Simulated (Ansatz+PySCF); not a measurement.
Results of a calculation; reference values are marked as such.
A run of PySCF 2.14.0 on doublet BeS(+) at this shape:

```yaml
atoms:
  - { symbol: Be, position_ang: [0.0000, 0.0000, 0.0000] }
  - { symbol: S, position_ang: [0.8829, 1.1773, 2.5488] }
```

Its results:

| Quantity | Value |
| --- | --- |
| Converged | yes |
| Reference energy | -407.22675 hartree |
| CCSD correlation energy | -0.06372 hartree |
| Triples correction | -0.00062 hartree |
| Total energy | -407.29109 hartree |
| Spin squared of the determinant | 0.768 |

(1) Which input gives this output? Name the method, the orbitals and the basis set, and write the input.

## Answers

(1) UHF-CCSD(T) in STO-3G.

```python
from pyscf import gto, scf, cc

mol = gto.M(atom="""
Be 0.000000 0.000000 0.000000
S 0.882940 1.177260 2.548830
""", basis='sto-3g', charge=1, spin=1)
mf = scf.UHF(mol)
mf.kernel()
mycc = cc.CCSD(mf, frozen=5).run()
et = mycc.ccsd_t()
print(mf.e_tot, mycc.e_corr, et, mycc.e_tot + et)
```

This is not the lowest solution: another run reaches a determinant 2.07 eV lower.
